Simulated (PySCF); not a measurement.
# Electron affinity of Ca by level of theory

Ca- [Ar] 3d1 4s2 (2D) → Ca [Ar] 4s2 (1S), as a difference of total energies. Calculation: PySCF 2.14, in x2c-TZVPPall with one added diffuse shell each of s, p, d type (7s6p4d, 45 functions); the spin-free X2C one-electron Hamiltonian (Gaussian nucleus). Correlated levels: valence and next inner shell: [Ne] frozen. The calculations carry no spin-orbit coupling.

```json
{"method": "UHF", "electron affinity (eV)": "-1.317"}
{"method": "MP2 (valence and next inner shell)", "electron affinity (eV)": "-1.258"}
{"method": "SCS-MP2 (valence and next inner shell)", "electron affinity (eV)": "-1.263"}
{"method": "CCSD (valence and next inner shell)", "electron affinity (eV)": "-1.180"}
{"method": "CCSD(T) (valence and next inner shell)", "electron affinity (eV)": "-1.136"}
```

The configuration of this anion was assumed by filling the next shell in order. It is not the known or likely ground configuration (Ca⁻, Sr⁻ and Ba⁻, for instance, bind a p electron), so these values are not the electron affinity of the element.

A negative affinity means that the anion lies above the atom at that level of theory.
